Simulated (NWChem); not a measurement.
C2H6OSe; SMILES CO[Se]C

```xyz
10

Se    -0.4560     0.5227    -0.0481
C      1.3729     1.2086     0.0599
H      1.3194     2.2810    -0.2171
H      2.0457     0.6861    -0.6465
H      1.7442     1.1150     1.0977
O     -0.1338    -1.1668     0.6164
C      0.3162    -2.1038    -0.3503
H      1.3064    -1.8344    -0.7875
H      0.4277    -3.0688     0.1880
H     -0.4053    -2.2444    -1.1868
```
Atoms are numbered in this order, from 1.

Computed with NWChem. Pople sets run with spherical d functions. Structure relaxed at the PBE-D3(BJ)/def2-SVP level. LC-ωPBE (HJS hole) with 6-31G*; x = 1 − exp(−ω/0.25 bohr⁻¹) is a scale chosen for this fit.

| row | x | −ε(HOMO) (eV) |
|---|---|---|
| ω = 0.05 | 0.181 | 5.70 |
| ω = 0.15 | 0.451 | 7.05 |
| ω = 0.20 | 0.551 | 7.59 |
| ω = 0.25 | 0.632 | 8.04 |
| ω = 0.50 | 0.865 | withheld |

Task: Fit a straight line of the last column on the one before it, predict the withheld value, and compare with the run.

Result: 
1. Means of the 4 shown rows: x = 0.4537, y = 7.095. Slope Σ(x − x̄)(y − ȳ)/Σ(x − x̄)² = 0.5972/0.1156 = 5.165; intercept 4.751.
2. The shown rows scatter about the line by 0.021 (root mean square); the largest residual is -0.03, at ω = 0.15.
3. At x = 0.865 (ω = 0.50; beyond the shown range) the line gives 9.22.
4. The run gives 9.34, +0.12 from the line, 5.7 times the scatter.
